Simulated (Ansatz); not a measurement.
Program: Ansatz. Geometries: PBE0-D4/def2-TZVP. ΔE: electronic, gas phase. CBS: MP2 limit from def2 TZ/QZ plus the TZ coupled-cluster correction, frozen cores. DFT in def2-TZVPP. For Sc outer-core shells are correlated without core-valence functions, which leaves a few kJ/mol of doubt a bond. Scalar relativity is left out up to krypton. One conformer a species, not always the lowest.

`C[Si](N)([SiH3])Cl` + `C[O][Sc]([OH])[Cl]` → `C[O][Sc]([Cl])[O][SiH3]` + `C[SiH](N)Cl`  (cleavage of the Si–Si bond)

CCSD(T)/CBS gives -116.1 kJ/mol.

**Question.** Another level gave -128.9 kJ/mol. Which?
A. PBE0-D4/def2-TZVPP
B. BHLYP/def2-TZVPP
C. r2SCAN/def2-TZVPP
D. PBE/def2-TZVPP

**Answer.** B. BHLYP -128.9, PBE -91.0, r2SCAN -109.2, PBE0-D4 -96.0 kJ/mol.

Largest T1 diagnostic among the species: 0.015.

In def2-TZVPP, CCSD(T) changes the Hartree–Fock value by +29.7 kJ/mol (the triples alone add +4.0 kJ/mol) and MP2 by +24.6 kJ/mol. From r2SCAN to r2SCAN0 (25 % exact exchange), in def2-TZVPP and without D4, ΔE moves by −3.7 kJ/mol. The D4 term adds +6.8 kJ/mol with B3LYP and +3.8 kJ/mol with PBE0; it sums over pairs of atoms, weighted by their polarisabilities, and B3LYP, whose exchange is more repulsive, gets the larger term.

CCSD(T)/CBS has its own doubt, a few kJ/mol and more with outer-core shells, so smaller differences from it don't rank the levels.

B3LYP here is the variant with VWN-RPA as its local correlation; programs differ in this.
